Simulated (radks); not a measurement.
Results of a calculation; reference values are marked as such.
Removal energies from neutral nickel, [Ar] 3d(3/2: 4, 5/2: 5) 4s1, by Delta-SCF beside the eigenvalue of the level emptied. Code: a radial shooting solver on a logarithmic mesh with Libxc functionals. Model: Dirac Kohn-Sham, relativistic LDA (MacDonald-Vosko exchange, VWN5 correlation), spin-unpolarised, spherical densities, finite nucleus; Fermi nuclear charge, rms radius of each element as measured or else 0.836 A^(1/3) + 0.57 fm. Sub-shells are occupied by j as written (lower j first in brackets).

removed from                                 final configuration  Delta-SCF (eV)  -eigenvalue (eV)
4s1/2                                    [Ar] 3d(3/2: 4, 5/2: 5)           8.167             4.716
3d5/2                                [Ar] 3d(3/2: 4, 5/2: 4) 4s1          11.143             4.837
3d3/2                                [Ar] 3d(3/2: 3, 5/2: 5) 4s1          11.386             5.056
3p3/2         [Ne] 3s2 3p(1/2: 2, 3/2: 3) 3d(3/2: 4, 5/2: 5) 4s1          72.727            65.527
